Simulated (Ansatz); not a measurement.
Geometry optimisation, RKS PBE0-D4/def2-SVP in Ansatz 0.2.0.

Input file:

```yaml
crystal:
  periodic: [false, false, false]
  atoms:
    - { symbol: Al, position_ang: [0.0, 0.0, 0.0] }
    - { symbol: F, position_ang: [0.0, 0.0, 2.04] }
    - { symbol: O, position_ang: [1.5415, 0.0, -0.89] }
    - { symbol: H, position_ang: [1.8414, -0.9519, -1.0449] }
    - { symbol: O, position_ang: [-1.5415, 0.0, -0.89] }
    - { symbol: H, position_ang: [-2.0512, -0.8467, -0.6815] }
    - { symbol: H, position_ang: [0.0834, 1.7631, 0.5865] }
    - { symbol: H, position_ang: [0.0624, 1.3199, 1.5347] }
basis:
  gaussian: { orbitals: def2-SVP }
hamiltonian:
  xc: pbe0
  dispersion: d4
relax:
  f_tol: 0.15
  max_steps: 25
  restrain:
    - { distance: [0, 6], at: 1.56, k: 30.0 }
    - { distance: [7, 1], at: 0.92, k: 30.0 }
    - { distance: [0, 1], at: 2.89, k: 30.0 }
    - { distance: [7, 6], at: 1.86, k: 30.0 }
output:
  orbitals: {}
```

Launched with:

```bash
$ ansatz run input.yaml --threads 2 --pin off --max-ram 3072MiB --backend cpu --events-out ev --progress --plain --runs-dir out
```

Problem. Where does it end, and by what steps?

Solution. The forces met the threshold. The restraints hold the end off the free minimum. After 8 steps the energy has fallen by 0.742 eV (the restraints' own energy left out); H8 moved furthest, 0.60 Å. Parted: Al1–F2 (2.04 → 2.88 Å). Joined: F2–H8 (1.41 → 0.93 Å).

```
step  energy less start (eV)  largest force component (eV/Å)  accepted
   0                  0.0000                           2.618       yes
   1                  0.3494                           2.620       yes
   2                 -0.2126                           2.766       yes
   3                 -0.4509                           1.927       yes
   4                 -0.6092                           0.661       yes
   5                 -0.6591                           0.394       yes
   6                 -0.6727                           1.122       yes
   7                 -0.7287                           0.427       yes
   8                 -0.7416                           0.226       yes
```

```xyz
8
Properties=species:S:1:pos:R:3
Al -0.010 0.439 -0.368
F 0.063 0.314 2.507
O 1.472 -0.235 -0.835
H 1.654 -1.062 -1.280
O -1.555 -0.151 -0.735
H -1.814 -0.990 -1.115
H 0.052 1.818 0.372
H 0.072 1.152 2.110
```

The run took 15 s on 2 threads of Arm Neoverse V2, on a shared host, peak memory 0.15 GiB.
